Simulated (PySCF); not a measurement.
Continuum solvent and chemical shifts

Mapped SMILES: `[CH:1]#[C:2]/[CH:3]=[C:4]1/[CH:5]=[CH:6][c:7]2[cH:8][cH:9][cH:10][cH:11][c:12]21` (H(Xn): hydrogen on atom n).

GIAO PBE0/pcSseg-1 in PySCF 2.14 on one PBE0-D3(BJ)/def2-SVP conformer, non-relativistic, equivalent nuclei averaged. Solvents enter as an IEF-PCM continuum (chloroform with ε = 4.7, tetrahydrofuran with ε = 7.4) around the gas-phase geometry. Shifts are referred to TMS computed in the same medium.

In chloroform, δ in ppm: C4 159.4, C7 148.9, C6 142.7, C12 138.8, C5 138.1, C9 136.0, C10 132.4, C11 130.6, C8 127.4, C3 118.2, C1 107.3, C2 86.1, H(C11) 8.65, H(C9) 7.53. Dipole moment 0.20 D.

Q: How does each δ change in the more polar medium?

A: 
```tsv
atoms	environment	Δδ, tetrahydrofuran
C4	fully substituted alkene carbon	0.0
C7	substituted aromatic carbon	+0.1
C6	alkene CH	+0.1
C12	substituted aromatic carbon	0.0
C5	alkene CH	+0.3
C9	aromatic CH	+0.2
C10	aromatic CH	+0.2
C11	aromatic CH	0.0
C8	aromatic CH	+0.2
C3	alkene CH	+0.4
C1	terminal alkyne carbon	+0.6
C2	alkyne carbon	0.0
H(C11)	hydrogen on an aromatic CH	+0.01
H(C9)	hydrogen on an aromatic CH	+0.03
```

Changes are relative to chloroform. The dipole moment becomes 0.21 D in tetrahydrofuran.

Q: Which nuclei move most (in ppm), and what does the model miss?

A: C1 (terminal alkyne carbon, +0.6 ppm) in tetrahydrofuran. A continuum only polarises the solute; specific hydrogen bonds, the anisotropy of aromatic solvents and changes of geometry or conformer are outside it.
